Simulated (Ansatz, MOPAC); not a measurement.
System: YOF, charge 0, multiplicity 1. SMILES: [O]=[Y][F]

Atoms: Y1, O2, F3. Bonds: Y1-O2, Y1-F3.

Bond lengths (Å) and angles (degrees) optimised at PM7 with MOPAC; HF/STO-3G with Ansatz (a quantum-chemistry and plane-wave program); PBE/6-31G* with LANL2DZ past Ar with Ansatz; B3LYP/LANL2DZ with Ansatz, each started from the B3LYP-D3(BJ)/def2-TZVP structure (Ansatz) of the last column. A row stands for all coordinates that are equal there. 6-31G* holds six Cartesian d functions. No wavenumbers were computed at HF/STO-3G, PBE/6-31G* with LANL2DZ past Ar, B3LYP/LANL2DZ, so these may be saddle points.

```csv
coordinate,PM7,HF/STO-3G,PBE/6-31G* with LANL2DZ past Ar,B3LYP/LANL2DZ,B3LYP-D3(BJ)/def2-TZVP
Y1-O2,1.682,1.941,1.847,1.854,1.825
Y1-F3,2.063,2.009,2.001,2.047,2.040
O2-Y1-F3,180.0,126.0,109.5,112.9,114.8
```

Mean signed difference of all 2 bond lengths from B3LYP-D3(BJ)/def2-TZVP: PM7 -0.060 Å, HF/STO-3G 0.042 Å, PBE/6-31G* with LANL2DZ past Ar -0.009 Å, B3LYP/LANL2DZ 0.018 Å.
